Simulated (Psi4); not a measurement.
Pair of molecules, SMILES O=C=O with SMILES CC (the first has 3 atoms); geometry from B3LYP-D3(BJ)/def2-TZVP, rigid monomers moved along the line of their centres of mass till C2···C4 is 6.14 Å.
(charge 0, multiplicity 1):
```xyz
11

O      0.372     0.930     0.384
C     -0.014    -0.131     0.115
O     -0.399    -1.190    -0.158
C     -0.204    -0.497     6.240
C      0.244     0.869     6.752
H     -0.441    -1.174     7.062
H      0.577    -0.974     5.643
H     -1.098    -0.417     5.618
H     -0.536     1.341     7.352
H      0.481     1.543     5.927
H      1.135     0.784     7.378
```

The numbers are results of SAPT0/jun-cc-pV(D+d)Z (Psi4 1.11), not measurements.

Question: Which attractive term is largest, and how does the interaction split up?

Answer: electrostatics -0.01, exchange 0.00, induction 0.00, dispersion -0.04, total -0.04 kcal/mol; the largest attraction is dispersion.
